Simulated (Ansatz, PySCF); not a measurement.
Dissociation curve of SMILES [GeH3][SiH3] (H6GeSi), singlet. The Si1–Ge5 bond (Si1 also carries H, H, H; Ge5 carries H, H, H) is varied alone, starting from the PBE0/def2-TZVP optimised geometry.

- UHF/cc-pVDZ (PySCF)
- RHF/cc-pVDZ (PySCF)
- UKS-BLYP = unrestricted BLYP/cc-pVDZ (PySCF 2.14.0)
- RKS-BLYP = PySCF 2.14.0 with restricted BLYP/cc-pVDZ
- UKS-BHandHLYP = unrestricted BHandHLYP/cc-pVDZ run with PySCF 2.14.0
- RKS-BHandHLYP = restricted BHandHLYP/cc-pVDZ (PySCF)
- UKS-LDA (SVWN5) = unrestricted LDA (SVWN5)/cc-pVDZ (PySCF)
- RKS-LDA (SVWN5) = restricted LDA (SVWN5)/cc-pVDZ run with PySCF
- UKS-PBE = unrestricted PBE/cc-pVDZ (Ansatz, a first-principles code)
- RKS-PBE = restricted PBE/cc-pVDZ (Ansatz)
- UKS-B3LYP/6-31G* = unrestricted B3LYP/6-31G*, spherical d run with PySCF
- RKS-B3LYP/6-31G* = restricted B3LYP/6-31G*, spherical d run with PySCF 2.14.0
- UKS-B3LYP/3-21G = PySCF 2.14.0 with unrestricted B3LYP/3-21G
- RKS-B3LYP/3-21G = restricted B3LYP/3-21G (PySCF 2.14.0)

Scanned distances (Å): 1.89, 2.00, 2.16, 2.26, 2.32, 2.38, 2.45, 2.55, 2.61, 2.79, 2.91, 3.25, 3.59, 3.91, 4.25, 4.72, 5.25, 5.83, 6.42, 7.12, 8.28.

**Question.** Where does the unrestricted solution first break spin symmetry (<S²> of 0.01 or more)?

**Answer.** UHF: between 2.91 and 3.25 Å; UKS-BLYP: between 3.91 and 4.25 Å; UKS-BHandHLYP: between 3.25 and 3.59 Å; UKS-LDA (SVWN5): between 3.91 and 4.25 Å; UKS-PBE: between 3.91 and 4.25 Å; UKS-B3LYP/6-31G*: between 3.59 and 3.91 Å; UKS-B3LYP/3-21G: between 3.59 and 3.91 Å.

| R / Å | <S²> UHF | E(RHF) − E(UHF) / mEh | <S²> UKS-BLYP | E(RKS-BLYP) − E(UKS-BLYP) / mEh | <S²> UKS-BHandHLYP | E(RKS-BHandHLYP) − E(UKS-BHandHLYP) / mEh | <S²> UKS-LDA (SVWN5) | E(RKS-LDA (SVWN5)) − E(UKS-LDA (SVWN5)) / mEh | <S²> UKS-PBE | E(RKS-PBE) − E(UKS-PBE) / mEh | <S²> UKS-B3LYP/6-31G* | E(RKS-B3LYP/6-31G*) − E(UKS-B3LYP/6-31G*) / mEh | <S²> UKS-B3LYP/3-21G | E(RKS-B3LYP/3-21G) − E(UKS-B3LYP/3-21G) / mEh |
|---|---|---|---|---|---|---|---|---|---|---|---|---|---|---|
| 1.89 | 0.00 | 0.0 | 0.00 | 0.0 | 0.00 | 0.0 | 0.00 | 0.0 | 0.00 | 0.0 | 0.00 | 0.0 | 0.00 | 0.0 |
| 2.00 | 0.00 | 0.0 | 0.00 | 0.0 | 0.00 | 0.0 | 0.00 | 0.0 | 0.00 | 0.0 | 0.00 | 0.0 | 0.00 | 0.0 |
| 2.16 | 0.00 | 0.0 | 0.00 | 0.0 | 0.00 | 0.0 | 0.00 | 0.0 | 0.00 | 0.0 | 0.00 | 0.0 | 0.00 | 0.0 |
| 2.26 | 0.00 | 0.0 | 0.00 | 0.0 | 0.00 | 0.0 | 0.00 | 0.0 | 0.00 | 0.0 | 0.00 | 0.0 | 0.00 | 0.0 |
| 2.32 | 0.00 | 0.0 | 0.00 | 0.0 | 0.00 | 0.0 | 0.00 | 0.0 | 0.00 | 0.0 | 0.00 | 0.0 | 0.00 | 0.0 |
| 2.38 | 0.00 | 0.0 | 0.00 | 0.0 | 0.00 | 0.0 | 0.00 | 0.0 | 0.00 | 0.0 | 0.00 | 0.0 | 0.00 | 0.0 |
| 2.45 | 0.00 | 0.0 | 0.00 | 0.0 | 0.00 | 0.0 | 0.00 | 0.0 | 0.00 | 0.0 | 0.00 | 0.0 | 0.00 | 0.0 |
| 2.55 | 0.00 | 0.0 | 0.00 | 0.0 | 0.00 | 0.0 | 0.00 | 0.0 | 0.00 | 0.0 | 0.00 | 0.0 | 0.00 | 0.0 |
| 2.61 | 0.00 | 0.0 | 0.00 | 0.0 | 0.00 | 0.0 | 0.00 | 0.0 | 0.00 | 0.0 | 0.00 | 0.0 | 0.00 | 0.0 |
| 2.79 | 0.00 | 0.0 | 0.00 | 0.0 | 0.00 | 0.0 | 0.00 | 0.0 | 0.00 | 0.0 | 0.00 | 0.0 | 0.00 | 0.0 |
| 2.91 | 0.00 | 0.0 | 0.00 | 0.0 | 0.00 | 0.0 | 0.00 | 0.0 | 0.00 | 0.0 | 0.00 | 0.0 | 0.00 | 0.0 |
| 3.25 | 0.23 | 1.3 | 0.00 | 0.0 | 0.00 | 0.0 | 0.00 | 0.0 | 0.00 | 0.0 | 0.00 | 0.0 | 0.00 | 0.0 |
| 3.59 | 0.66 | 16.2 | 0.00 | 0.0 | 0.26 | 1.2 | 0.00 | 0.0 | 0.00 | 0.0 | 0.00 | 0.0 | 0.00 | 0.0 |
| 3.91 | 0.84 | 35.9 | 0.00 | 0.0 | 0.65 | 10.0 | 0.00 | 0.0 | 0.00 | 0.0 | 0.37 | 1.8 | 0.28 | 0.9 |
| 4.25 | 0.93 | 56.9 | 0.40 | 1.4 | 0.85 | 22.6 | 0.14 | 0.1 | 0.54 | 2.8 | 0.71 | 8.7 | 0.67 | 6.9 |
| 4.72 | 0.98 | 82.6 | 0.79 | 7.4 | 0.95 | 39.3 | 0.71 | 4.6 | 0.85 | 10.6 | 0.91 | 19.8 | 0.89 | 17.7 |
| 5.25 | 1.00 | 105.6 | 0.94 | 14.2 | 0.99 | 54.2 | 0.91 | 11.0 | 0.96 | 18.4 | 0.97 | 30.0 | 0.97 | 28.2 |
| 5.83 | 1.01 | 124.0 | 0.99 | 19.4 | 1.00 | 65.6 | 0.98 | 16.3 | 0.99 | 24.0 | 1.00 | 37.5 | 0.99 | 36.1 |
| 6.42 | 1.01 | 136.6 | 1.00 | 22.4 | 1.00 | 73.0 | 1.00 | 19.5 | 1.00 | 27.3 | 1.00 | 42.2 | 1.00 | 41.2 |
| 7.12 | 1.01 | 146.0 | 1.00 | 24.2 | 1.00 | 78.4 | 1.00 | 21.4 | 1.00 | 29.2 | 1.00 | 45.5 | 1.00 | 44.5 |
| 8.28 | 1.01 | 154.9 | 1.00 | 25.2 | 1.00 | 83.1 | 1.00 | 22.4 | 1.00 | 30.2 | 1.00 | 48.1 | 1.00 | 46.9 |
